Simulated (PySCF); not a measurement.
## UHF on Ge (germanium, neutral)

Configuration: [Ar] 3d10 4s1 4p2 4d1, one real determinant (an excited configuration). Computed with PySCF 2.14 in aug-cc-pVTZ-DK (7s6p4d2f, 59 functions), with scalar relativity by spin-free X2C-1e.

* Total energy: -2096.641129 hartree
* One-electron energy: -2916.7316 hartree
* Hartree (Coulomb) energy: 898.6706 hartree
* Exchange energy: -78.5801 hartree
* ⟨S²⟩: 6.0017
* ⟨L²⟩: 7.998
* Sum of ⟨r⟩: 26.31 bohr
* Sum of ⟨r²⟩: 60.34 bohr²
* Traceless quadrupole moment −½Σ⟨3z² − r²⟩ along its main axis: -3.51 e·bohr²
* Langevin diamagnetic susceptibility: -47.8 ×10⁻⁶ cm³/mol

| shell | electrons | mean orbital energy (eV) | spread (eV) | rms radius, mean of both spins (bohr) |
| --- | --- | --- | --- | --- |
| 1s α | 1 | -11183.9 | 0 | 0.0542 |
| 1s β | 1 | -11183.6 | 0 | 0.0542 |
| 2s α | 1 | -1458.9 | 0 | 0.227 |
| 2s β | 1 | -1458.7 | 0 | 0.227 |
| 2p α | 3 | -1271.0 | 0.034 | 0.203 |
| 2p β | 3 | -1270.8 | 0.142 | 0.203 |
| 3s α | 1 | -206.74 | 0 | 0.668 |
| 3s β | 1 | -205.96 | 0 | 0.668 |
| 3p α | 3 | -147.04 | 0.002 | 0.700 |
| 3p β | 3 | -146.51 | 0.444 | 0.700 |
| 3d α | 5 | -48.709 | 0.424 | 0.811 |
| 3d β | 5 | -48.373 | 0.475 | 0.811 |
| 4s α | 1 | -22.387 | 0 | 2.23 |
| 4p α | 2 | -11.854 | 0 | 2.74 |
| 4d α | 1 | -1.151 | 0 | 5.44 |

⟨L²⟩ = 8.00 against 12 for a pure F term, so this real determinant mixes terms. The outer electron is Rydberg-like, and this basis confines it to a smaller radius and binds it less than a complete one would.

Densities and radii are taken from the X2C orbitals without a picture-change correction, which distorts them close to the nucleus.

Spin-orbit constants ζ (cm⁻¹) from the X2C one-electron operator on these orbitals: bare nucleus, nucleus screened by l(l+1)(2l+1)/3 electrons, and screened by the Breit-Pauli mean field of the electrons.

| shell | bare | screened nucleus | mean field |
| --- | --- | --- | --- |
| 2p | 177600 | 166500 | 161500 |
| 3p | 23520 | 22050 | 21240 |
| 3d | 2608 | 1793 | 1654 |
| 4p | 1232 | 1155 | 1103 |
| 4d | 19.94 | 13.71 | 11.25 |

To first order the Landé constant is A = 93.82 cm⁻¹, so the lowest level has J = 1 and lies 0.0931 eV below the centre of the term. This holds in LS coupling only.
